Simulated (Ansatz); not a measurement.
Gas-phase electronic energies from Ansatz, PBE0-D4/def2-TZVP geometries. CCSD(T)/CBS is the MP2 limit (def2-TZVPP, def2-QZVPP) plus CCSD(T) − MP2 in def2-TZVPP, frozen cores. DFT in def2-TZVPP. HSE06 is defined as in plane-wave codes. def2 core potentials past Kr. For Cd, Sn outer-core shells are correlated without core-valence functions, which leaves a few kJ/mol of doubt a bond. Each species was taken in one conformer, which may not be the lowest.

Reaction (ligand exchange at the Si–O bond): `[SiH3][O][SnH3]` + `[OH][Cd][Cl]` → `[SiH3][O][Cd][Cl]` + `[OH][SnH3]`

```tsv
level	ΔE (kJ/mol)	difference from CCSD(T)/CBS
revPBE-D4	1.1	-0.2
r2SCAN0-D4	-1.7	-3.0
HSE06-D4	-0.9	-2.2
ωB97X-V	-1.9	-3.2
PBE-QIDH	-2.9	-4.2
BLYP	0.9	-0.4
r2SCAN	-0.2	-1.5
r2SCANh	-0.9	-2.2
BHLYP	-2.7	-4.0
CAM-B3LYP	-1.5	-2.8
LC-ωPBE	-3.2	-4.5
MP2/def2-SVP	-6.4	-7.7
CCSD/def2-SVP	-5.9	-7.2
SCS-MP2/def2-TZVPP	-2.7	-4.0
HF/CBS(def2)	-4.2	-5.5
CCSD/CBS(def2)	1.0	-0.3
CCSD(T)/CBS	1.3	0
```

Largest T1 diagnostic among the species: 0.015.

From BLYP to BHLYP (50 % exact exchange), in def2-TZVPP and without D4, ΔE moves by −3.7 kJ/mol. Leaving LDA and LC-ωPBE aside and taking each functional with its dispersion term where it has one, the values, not all of them listed here, spread over 5.4 kJ/mol, from PBE-QIDH to BLYP-D4. In def2-TZVPP, CCSD(T) changes the Hartree–Fock value by +3.3 kJ/mol (the triples alone add +0.3 kJ/mol) and MP2 by +3.8 kJ/mol.
